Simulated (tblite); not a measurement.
Compound: C3H7ClSi.
Cartesian coordinates in Å at the GFN2-xTB level; atoms count from 1:
```xyz
12
C3H7ClSi angstrom
C     -1.5352   -0.5186    0.3491
C     -0.9332    0.7721   -0.0843
C      0.3495    0.9798   -0.3620
Si     1.7470   -0.2777   -0.2907
Cl     2.0204   -0.9054    1.6182
H     -2.3309   -0.8088   -0.3369
H     -0.7942   -1.3115    0.3910
H     -1.9818   -0.4029    1.3367
H     -1.6409    1.5919   -0.1606
H      0.6346    1.9808   -0.6639
H      2.9860    0.3666   -0.7221
H      1.4799   -1.4671   -1.1004
```

Computed values, GFN2-xTB/tblite, gas phase, harmonic and unscaled. This tight-binding method is rough: wavenumbers can miss measured ones by several per cent, in bad cases by 10 to 20. Modes of hydrogen on silicon can be 10 to 20 % off. One conformer, not necessarily the lowest.

Harmonic wavenumbers (cm⁻¹): 45.2, 102.1, 129.8, 207.6, 335.1, 456.4, 478.3, 544.8, 587.5, 682.4, 718.1, 754.9, 794.7, 945.6, 980.4, 1034.0, 1074.0, 1245.4, 1343.1, 1400.2, 1467.3, 1474.5, 1681.8, 2238.8, 2270.5, 2998.2, 3008.5, 3014.0, 3034.6, 3055.2.

A = 4851, B = 1880, C = 1529 MHz; mass 106.001 u (most abundant isotopes); point group C1, symmetry number 1.

Task: What is the zero-point energy?

Result: ½Σν̃ = 19052 cm⁻¹ = 227.91 kJ/mol.

Task: Give the ideal-gas entropy at 400 K and 1 bar in the rigid-rotor, harmonic-oscillator model (classical rotation).

Result: Translation 173.12, rotation 118.87, vibration 105.64: S = 397.6 J/(mol K).

Task: And Cp and H(400 K) − H(0)?

Result: Cp = 138.18 J/(mol K), of which vibrations give 104.92 (their classical limit is 30 R = 249.4); H(400 K) − H(0) = 34.94 kJ/mol without the zero-point energy, 21.64 from vibrations.

Task: What must be added to the electronic energy to get the Gibbs energy at 400 K and 1 bar?

Result: ZPE + [H(400 K) − H(0)] − T·S = 227.91 + 34.94 − 159.06 = 103.79 kJ/mol.

Task: How do the functions run with temperature in this model?

Result: 
| T (K) | S (J/(mol K)) | Cp (J/(mol K)) | H − H(0) (kJ/mol) | G − H(0) (kJ/mol) | ln q(vib) |
| --- | --- | --- | --- | --- | --- |
| 100 | 270.3 | 61.6 | 4.75 | -22.29 | 1.23 |
| 200 | 320.7 | 87.5 | 12.17 | -51.98 | 2.91 |
| 300 | 361.4 | 114.5 | 22.28 | -86.13 | 4.56 |
| 500 | 430.7 | 157.9 | 49.78 | -165.55 | 7.81 |
| 800 | 514.7 | 199.4 | 103.89 | -307.85 | 12.39 |
| 1000 | 561.3 | 217.8 | 145.70 | -415.55 | 15.19 |

q(vib) and H(0) count from the zero-point level.

Hindered rotation and anharmonicity are outside this model. Other conformers, if any are populated, would add a mixing term that is left out. The structure is chiral; the term R ln 2 for an equal mix with its mirror image is left out.
